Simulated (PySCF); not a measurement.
CH₅N₃OSi, SMILES N#CO[SiH](N)N.

Geometry optimised at PBE0-D3(BJ)/def2-SVP. This is a generated structure with no PubChem entry under its InChIKey; it may be hypothetical. The values are those of a single conformer.

Two levels are set side by side: TDA-PBE/def2-SVPD (PySCF) and TDA-LC-ωPBE/def2-SVPD (PySCF). Vertical, same geometry. The lowest singlet is HOMO→LUMO 97 % with PBE and HOMO−1→LUMO 62 %, HOMO−1→LUMO+1 21 % with the other functional; states are paired by order. Differences are taken from unrounded values.

```json
[
 {"quantity": "lowest singlet excitation (eV)", "TDA-LC-ωPBE": "7.68"},
 {"quantity": "lowest triplet excitation (TDA) (eV)", "TDA-LC-ωPBE": "6.56"},
 {"quantity": "first bright state (f over 0.05) (eV)", "TDA-LC-ωPBE": "7.68"},
 {"quantity": "its oscillator strength", "TDA-LC-ωPBE": "0.05"}
]
```

Problem. What does TDA-PBE give, and how far is it from TDA-LC-ωPBE? (The exact figures need the calculation; the answer reports its results.)

Solution. 
| quantity | TDA-PBE | TDA-PBE minus TDA-LC-ωPBE |
|---|---|---|
| lowest singlet excitation (eV) | 6.15 | -1.53 |
| lowest triplet excitation (TDA) (eV) | 6.02 | -0.54 |
| first bright state (f over 0.05) (eV) | 6.96 | -0.71 |
| its oscillator strength | 0.05 | 0.00 |

Functionals without exact exchange tend to place singlet excitations lower, as here. Differences between two approximate levels are no errors against the true value.

Rough cost on one machine, each run with all the roots and properties that it gave: TDA-LC-ωPBE against TDA-PBE about 4 times.
